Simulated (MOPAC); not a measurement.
MOPAC input (PM7):

```
PM7 PRECISE GNORM=0.05 LET XYZ CHARGE=1 GEO-OK AUX(PRECISION=9) THREADS=1
H2ISi

Si   -1.75970509 1    0.01797307 1   -0.00365181 1
I     0.55884607 1   -0.00570788 1    0.00115974 1
H    -2.47847676 1    1.29880875 1   -0.00643869 1
H    -2.50449345 1   -1.24791426 1   -0.00390218 1
```

### Question
What heat of formation does the run end on?

### Answer
216.50 kcal/mol.
